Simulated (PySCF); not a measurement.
All numbers come from PySCF, PBE0, basis Au def2-SVP with ECP60, Cl def2-SVP (scalar-relativistic core potentials, no spin–orbit coupling, density fitting). Open shells, if any, are unrestricted.

**Question.** What spin state, shape and geometry does isolated AuCl₂⁺ take (every ligand bound to Au)?

**Answer.** Formally Au is in oxidation state +3, d8, with 2 unpaired electrons (the high-spin count). The Mulliken spin on Au is 0.50, so most of the spin sits on the ligands and the formal count fails. The polar-tensor charge on Au, 0.74, is far below the formal one. The lowest minimum found is a triplet of D∞h symmetry with Au–Cl 2.189 Å (×2); Cl–Au–Cl 180.0°. Its harmonic wavenumbers are 78 (πu), 371 (σg+), 424 (σu+) cm⁻¹ and its dipole moment is 0.00 D about the centre of mass.

This need not be the most stable arrangement of these atoms. Other spin states or occupations of the open shell can lie lower. Spin–orbit coupling, left out here, can matter for elements this heavy.
